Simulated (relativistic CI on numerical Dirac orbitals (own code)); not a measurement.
## Radial parameters of Te⁴⁵⁺

Computed by Dirac-Coulomb-Breit CI, KLI orbitals optimised for each configuration, model QED, unscaled Slater integrals (own radial code, finite nucleus).

Slater integrals F^k, G^k are unscaled and averaged over j, outside the closed core 1s2; ζ comes from projecting the Hamiltonian with its Breit term on Σ l·s of the shell.

- 2s2.2p3: F^2(2p,2p) = 954690, ζ(2p) = 1.5827e+06 cm⁻¹; <r>(2p) = 0.09948, <r^2>(2p) = 0.012 (bohr units).
- 2s.2p4: F^2(2p,2p) = 953240, G^1(2s,2p) = 1.0147e+06, ζ(2p) = 1.5761e+06 cm⁻¹; <r>(2s) = 0.1148, <r^2>(2s) = 0.01553, <r>(2p) = 0.09963, <r^2>(2p) = 0.01203 (bohr units).
- 2p5: ζ(2p) = 1.5695e+06 cm⁻¹; <r>(2p) = 0.09982, <r^2>(2p) = 0.01208 (bohr units).

Averages of the first 10 configurations, taken without configuration mixing, which lowers the lowest level and can move excited configurations by several eV; other configurations of the list can lie among them:

| Configuration | Parity | States | Average energy above the lowest level (eV) |
| --- | --- | --- | --- |
| 2s2.2p3 | odd | 20 | 293.4 |
| 2s.2p4 | even | 30 | 710.8 |
| 2p5 | odd | 6 | 1169.3 |
| 2p4.3s | even | 30 | 5436.7 |
| 2p4.3p | odd | 90 | 5554.7 |
| 2p4.3d | even | 150 | 5664.9 |
| 2s2.2p2.3s | even | 30 | 4614.3 |
| 2s2.2p2.3p | odd | 90 | 4738.9 |
| 2s2.2p2.3d | even | 150 | 4849.4 |
| 2s.2p3.3s | odd | 80 | 5004.7 |
